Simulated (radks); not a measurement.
Initial-state core-level shifts of the tungsten ion W+ when its valence configuration changes from [Xe] 4f14 5d4 6s1. All-electron calculation, Dirac Kohn-Sham, PBEsol, spin-unpolarised, spherical densities, finite nucleus; open shells fill j = l - 1/2 first; Fermi nuclear charge, rms radius 5.3658 fm. Program: a radial shooting solver on a logarithmic mesh with Libxc functionals. Shifts are changes of the shell-averaged eigenvalues in eV (positive: less bound); the change of the density at the nucleus, which sets a Mossbauer isomer shift, is in e/bohr^3, on a base of 1.422e+06.

valence,2s,3s,3d,4d,density at nucleus
4f14 5d5,+2.389,+2.371,+2.381,+2.383,-96.7
4f12 5d6 6s1,-21.554,-24.584,-24.247,-20.601,+185.4
4f13 5d6,-7.827,-9.287,-9.115,-7.486,-13.0
4f14 5d3 6s2,-2.966,-2.916,-2.930,-2.925,+114.1
4f13 5d4 6s1 6p1,-14.601,-16.011,-15.863,-14.211,+112.1
4f13 5d5 6s1,-10.464,-11.902,-11.741,-10.105,+89.7
4f13.5 5d4.5 6s1,-5.151,-5.851,-5.772,-5.000,+44.1
4f12 5d7,-18.687,-21.742,-21.393,-17.763,+77.3
4f13.5 5d4 6s1 6p0.5,-7.133,-7.821,-7.748,-6.973,+54.3
